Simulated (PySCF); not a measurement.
Partial charges of `F[SiH2]S[SiH3]`

FH5SSi2.
Structure used (PBE0-D3(BJ)/def2-SVP), in Å, numbered top down from 1:
```xyz
9
FH5SSi2 angstrom
F      1.509    1.705    0.887
Si     1.734    0.191    0.344
S      0.220   -1.105    1.087
Si    -1.511   -0.174    0.193
H      1.701    0.270   -1.140
H      3.023   -0.327    0.868
H     -1.236    0.130   -1.243
H     -1.875    1.084    0.904
H     -2.614   -1.167    0.315
```

Density: PBE0/pcSseg-1 (PySCF); schemes: Mulliken, IAO, Hirshfeld and ESP-fitted. Geometry: PBE0-D3(BJ)/def2-SVP, one conformer, isolated molecule.

Question: Do the Mulliken, IAO, Hirshfeld and ESP-fitted schemes agree on where the charge is highest?

Answer: All schemes agree: Mulliken Si2 (+0.853); IAO Si2 (+0.978); Hirshfeld Si2 (+0.394); ESP-fitted Si2 (+0.511).

Question: At which atom do the 4 schemes differ most?

Answer: At Si2: from +0.394 (Hirshfeld) to +0.978 e (IAO), 0.584 e apart.

Question: For which atoms does the sign change between the 4 schemes (beyond +0.03 e in one, beyond −0.03 e in another)?

Answer: For none.

Question: Tabulate the Mulliken, IAO, Hirshfeld and ESP-fitted charges.

Answer: In e:

| atom | environment | Mulliken | IAO | Hirshfeld | ESP-fitted |
| --- | --- | --- | --- | --- | --- |
| F1 | silicon-bound fluorine | -0.424 | -0.531 | -0.206 | -0.262 |
| Si2 | fluorine-bound silicon | +0.853 | +0.978 | +0.394 | +0.511 |
| S3 | sulfur bonded to 2 Si | -0.522 | -0.416 | -0.161 | -0.328 |
| Si4 | SiH3 silicon | +0.427 | +0.525 | +0.301 | +0.327 |
| H5 | Si–H hydrogen | -0.095 | -0.136 | -0.069 | -0.071 |
| H6 | Si–H hydrogen | -0.085 | -0.118 | -0.064 | -0.038 |
| H7 | Si–H hydrogen | -0.061 | -0.108 | -0.067 | -0.064 |
| H8 | Si–H hydrogen | -0.038 | -0.102 | -0.066 | -0.045 |
| H9 | Si–H hydrogen | -0.054 | -0.090 | -0.063 | -0.031 |

Mean size of the charges over all atoms: IAO 0.334 e, Mulliken 0.284 e, ESP-fitted 0.186 e, Hirshfeld 0.154 e. Each set sums to the total charge, 0, to within 0.001 e. The Mulliken scheme counts on each atom the diagonal of the density matrix times the overlap matrix over that atom's basis functions. The ESP scheme fits charges at the nuclei, held to the total charge, to the electrostatic potential on points at 1.4 to 2.0 times the van der Waals radii.

Question: How many electrons does the ESP-fitted scheme count on Si2?

Answer: Z − q = 14 − (+0.511) = 13.489.

Question: Sum the charges by element, for elements with more than one atom.

Answer: 
| element | atoms | Mulliken | IAO | Hirshfeld | ESP-fitted |
| --- | --- | --- | --- | --- | --- |
| Si | 2 | +1.280 | +1.502 | +0.695 | +0.838 |
| H | 5 | -0.334 | -0.556 | -0.328 | -0.248 |

These values come from a run that also computed NMR shieldings. On an Arm Neoverse V1 with one thread, shared host, this took 6.9 s.
